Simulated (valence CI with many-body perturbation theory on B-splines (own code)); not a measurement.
# Energy levels of Co²⁰⁺

Computed by configuration interaction combined with many-body perturbation theory (CI+MBPT): five valence electrons over a frozen Dirac-Fock core [He], a basis of 11 s, 11 p, 10 d, 8 f, 5 g, 2 h functions for each j, with the one-electron correlation potential Σ1 (screened to all orders), the two-electron term Σ2, the three-electron term Σ3, Breit, model QED; selected single and double excitations, second order for the rest, scaled by the run's own slope (own B-spline code, finite nucleus).

No measured levels were compared; by estimate levels of excited configurations hold to 0.05 to 0.15 % of their energy, terms of the ground configuration to about 0.5 %. Among the levels kept, up to 5400 cm⁻¹ of a level comes from second order outside the variational space, and about a tenth of that is noise between levels of different J, which matters for small intervals.

Levels 91 to 135 of 204, with energies above the lowest level, 2s2 2p3 4S°_3/2. "Leading %" is the weight of the configuration and term that name the level; weights of strongly mixed levels are sums over their largest components and can fall short. In the jj column 3d3/2^4 stands for four electrons in 3d with j = 3/2. Lifetimes count E1, E2, E3, M1 and M2 decay at the calculated energies, and are blank where another channel may lead or the interval is too uncertain; long ones can be off by a factor of two.

```tsv
No.	Configuration	Term	J	E (Ry)	Leading %	g	Leading jj	Lifetime
91	2s 2p3 3d	6D°	5/2	80.738	94	1.639	2s 2p1/2 2p3/2^2 3d3/2 (34 %)	4.36 ps
92	2s 2p3 3d	6D°	7/2	80.747	94	1.572	2s 2p1/2 2p3/2^2 3d5/2 (26 %)	22.7 ps
93	2s 2p3 3d	6D°	9/2	80.772	96	1.544	2s 2p1/2 2p3/2^2 3d5/2 (49 %)	374 ps
94	2s 2p3 3s	4P°	5/2	80.781	62	1.492	2s 2p3/2^3 3s (54 %)	562 fs
95	2s 2p3 3p	4D	1/2	80.932	73	0.279	2s 2p1/2^2 2p3/2 3p1/2 (50 %)	811 fs
96	2s 2p3 3p	4D	3/2	80.966	57	1.217	2s 2p1/2 2p3/2^2 3p1/2 (55 %)	693 fs
97	2s 2p3 3s	2P°	1/2	81.077	86	0.697	2s 2p1/2 2p3/2^2 3s (76 %)	343 fs
98	2s 2p3 3p	4F	3/2	81.096	58	0.734	2s 2p1/2^2 2p3/2 3p1/2 (56 %)	596 fs
99	2s 2p3 3p	4F	5/2	81.105	54	1.179	2s 2p1/2 2p3/2^2 3p1/2 (62 %)	3.10 ps
100	2s 2p3 3s	2P°	3/2	81.230	63	1.200	2s 2p3/2^3 3s (39 %)	304 fs
101	2s 2p3 3p	4F	7/2	81.331	70	1.287	2s 2p1/2 2p3/2^2 3p1/2 (60 %)	8.22 ps
102	2s 2p3 3p	4D	5/2	81.371	64	1.288	2s 2p1/2 2p3/2^2 3p3/2 (42 %)	4.73 ps
103	2s 2p3 3p	2P	3/2	81.478	35	1.175	2s 2p1/2 2p3/2^2 3p3/2 (50 %)	350 fs
104	2s 2p3 3p	4D	7/2	81.499	67	1.349	2s 2p1/2 2p3/2^2 3p3/2 (55 %)	995 fs
105	2s 2p3 3p	2P	1/2	81.572	72	0.635	2s 2p1/2 2p3/2^2 3p3/2 (50 %)	169 fs
106	2s 2p3 3p	2F	5/2	81.581	78	0.941	2s 2p1/2^2 2p3/2 3p3/2 (48 %)	174 fs
107	2s 2p3 3p	4F	9/2	81.674	99	1.331	2s 2p1/2 2p3/2^2 3p3/2 (99 %)	81.2 ps
108	2s 2p3 3p	2F	7/2	81.745	71	1.214	2s 2p1/2 2p3/2^2 3p3/2 (77 %)	251 fs
109	2s 2p3 3d	4D°	5/2	81.749	91	1.357	2s 2p1/2^2 2p3/2 3d5/2 (32 %)	119 fs
110	2s 2p3 3d	4D°	3/2	81.783	93	1.186	2s 2p1/2^2 2p3/2 3d5/2 (38 %)	116 fs
111	2s 2p3 3d	4D°	7/2	81.827	93	1.415	2s 2p1/2 2p3/2^2 3d5/2 (33 %)	96.0 fs
112	2s 2p3 3d	4D°	1/2	81.840	97	0.028	2s 2p1/2 2p3/2^2 3d5/2 (53 %)	104 fs
113	2s 2p3 3p	4P	3/2	81.972	57	1.715	2s 2p1/2 2p3/2^2 3p3/2 (59 %)	612 fs
114	2s 2p3 3p	4P	1/2	82.003	92	2.565	2s 2p1/2^2 2p3/2 3p3/2 (53 %)	4.03 ps
115	2s 2p3 3s	4S°	3/2	82.118	76	1.865	2s 2p1/2 2p3/2^2 3s (66 %)	657 fs
116	2s 2p3 3p	4P	5/2	82.155	87	1.548	2s 2p1/2 2p3/2^2 3p1/2 (69 %)	699 fs
117	2s 2p3 3p	2D	3/2	82.202	60	1.000	2s 2p1/2 2p3/2^2 3p3/2 (61 %)	137 fs
118	2s 2p3 3s	2S°	1/2	82.430	69	1.623	2s 2p1/2 2p3/2^2 3s (67 %)	211 fs
119	2s 2p3 3p	2D	5/2	82.458	76	1.227	2s 2p1/2 2p3/2^2 3p3/2 (85 %)	172 fs
120	2s 2p3 3p	4D	1/2	82.505	70	0.230	2s 2p1/2 2p3/2^2 3p1/2 (86 %)	566 fs
121	2s 2p3 3s	2D°	5/2	82.586	89	1.230	2s 2p1/2 2p3/2^2 3s (65 %)	334 fs
122	2s 2p3 3p	4D	3/2	82.650	74	1.110	2s 2p1/2 2p3/2^2 3p1/2 (60 %)	904 fs
123	2s 2p3 3s	2D°	3/2	82.673	82	0.888	2s 2p1/2 2p3/2^2 3s (55 %)	387 fs
124	2s 2p3 3p	4D	5/2	82.791	69	1.296	2s 2p1/2 2p3/2^2 3p3/2 (38 %)	841 fs
125	2s 2p3 3p	4S	3/2	82.899	54	1.810	2s 2p1/2 2p3/2^2 3p3/2 (62 %)	1.13 ps
126	2s 2p3 3p	4P	1/2	82.986	45	1.544	2s 2p1/2 2p3/2^2 3p3/2 (47 %)	359 fs
127	2s 2p3 3p	4D	7/2	83.023	69	1.364	2s 2p3/2^3 3p3/2 (55 %)	902 fs
128	2s 2p3 3p	2P	1/2	83.032	40	1.428	2s 2p1/2 2p3/2^2 3p1/2 (53 %)	244 fs
129	2s 2p3 3p	4P	3/2	83.121	53	1.405	2s 2p1/2 2p3/2^2 3p3/2 (57 %)	384 fs
130	2s 2p3 3p	4P	5/2	83.147	55	1.413	2s 2p1/2 2p3/2^2 3p3/2 (38 %)	408 fs
131	2s 2p3 3p	2D	3/2	83.221	44	1.208	2s 2p1/2 2p3/2^2 3p3/2 (52 %)	247 fs
132	2s 2p3 3d	4F°	3/2	83.367	91	0.450	2s 2p1/2^2 2p3/2 3d3/2 (42 %)	1.14 ps
133	2s 2p3 3d	4F°	5/2	83.452	77	0.980	2s 2p1/2 2p3/2^2 3d3/2 (56 %)	741 fs
134	2s 2p3 3p	2P	3/2	83.476	54	1.137	2s 2p3/2^3 3p3/2 (48 %)	206 fs
135	2s 2p3 3p	2D	5/2	83.479	44	1.281	2s 2p3/2^3 3p3/2 (52 %)	318 fs
```

Names give the largest LS component (configuration and term), which can be under half, so a name can repeat, a term be missing and a line seem to break the LS rules; names also repeat where a configuration has a term twice.

Where two levels of one J and parity lie close, their mixing, g and order are uncertain.
